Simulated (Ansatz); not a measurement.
SiEt2F2 (C4H10F2Si), relaxed as a singlet with RKS PBE0-D4/def2-SVP in Ansatz, starting from the GFN2-xTB geometry. Force threshold 0.02 eV/Å.

Start:

```xyz
17

Si   -0.228    0.242    0.062
C    -0.630   -1.208   -1.085
C    -2.116   -1.277   -1.443
H    -0.335   -2.151   -0.620
H    -0.049   -1.126   -2.005
H    -2.312   -2.118   -2.105
H    -2.719   -1.397   -0.547
H    -2.430   -0.364   -1.943
C     1.543    0.371    0.715
C     1.744    1.585    1.624
H     2.245    0.434   -0.117
H     1.805   -0.532    1.269
H     2.770    1.627    1.984
H     1.529    2.504    1.086
H     1.080    1.532    2.483
F    -1.257    0.254    1.299
F    -0.641    1.622   -0.657
```

| step | energy (eV) | largest force component (eV/Å) | SCF passes |
| --- | --- | --- | --- |
| 1 | -17603.4549 | 0.860 | 15 |
| 2 | -17603.5499 | 0.423 | 19 |
| 3 | -17603.5695 | 0.056 | 19 |
| 4 | -17603.5706 | 0.051 | 19 |
| 5 | -17603.5708 | 0.016 | 13 |

Force components are those of the run's own axes.

End:

```csv
atom,x (Å),y (Å),z (Å)
Si1,-0.2495,0.2517,0.0797
C2,-0.6285,-1.1769,-1.0436
C3,-2.0971,-1.2754,-1.4546
H4,-0.3024,-2.1001,-0.5321
H5,0.0217,-1.0844,-1.9318
H6,-2.2760,-2.1349,-2.1182
H7,-2.7492,-1.3894,-0.5754
H8,-2.4227,-0.3690,-1.9875
C9,1.4969,0.3763,0.6966
C10,1.7517,1.5739,1.6109
H11,2.1620,0.4078,-0.1849
H12,1.7354,-0.5697,1.2146
H13,2.7968,1.6076,1.9541
H14,1.5389,2.5217,1.0934
H15,1.1079,1.5371,2.5029
F16,-1.2515,0.1880,1.3599
F17,-0.6344,1.6355,-0.6842
```

By distances, no bond broke or formed. The bond that changes most is Si1–C9, from 1.89 to 1.86 Å (atoms count from 1).

No frequencies were taken in this run, so the end may be a saddle point.

Hardware: 4 threads of Intel Xeon on a shared host. Wall time 41 s.
